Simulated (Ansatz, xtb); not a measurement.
OSi3: where a starting geometry ends

The starting geometry of this gas-phase singlet has its atoms placed at random.

```xyz
4

O     0.4003    0.8421    0.8211
Si   -0.6558   -0.3174   -0.2385
Si    1.6040   -0.2726   -0.7913
Si   -0.9633    1.5940    0.4863
```

Problem. One run relaxed it with r2SCAN-D4/def2-SVP. What is a likely outcome?

Solution. It ends as a structure given below by its coordinates. Distances that change by over a tenth: O1–Si2 (1.89 → 2.30 Å), O1–Si4 (1.59 → 1.77 Å), Si2–Si4 (2.07 → 2.31 Å). Contacts that close: O1–Si3 (2.30 → 1.77 Å).

The energy falls by 1.56 eV over 7 steps:

```
step  E − E(last) (eV)
   1             1.557
   2             0.784
   3             0.353
   4             0.038
   5             0.003
   6             0.000
   7             0.000
```

Final geometry (Å):

```xyz
4

O     0.6346    0.7481    0.8569
Si   -0.8313   -0.5875   -0.3067
Si    1.3748    0.0461   -0.5871
Si   -0.7929    1.6393    0.3146
```

From the same start GFN2-xTB ends elsewhere, differing in O1–Si3 (3.64 against 1.77 Å here).

From so rough a start the end depends on the optimiser's path, so another program may land elsewhere. No frequencies were run, so the end isn't proven a minimum. Run with Ansatz 0.2.0, 48 s on 1 thread of AMD EPYC (Zen 3), on a shared host.
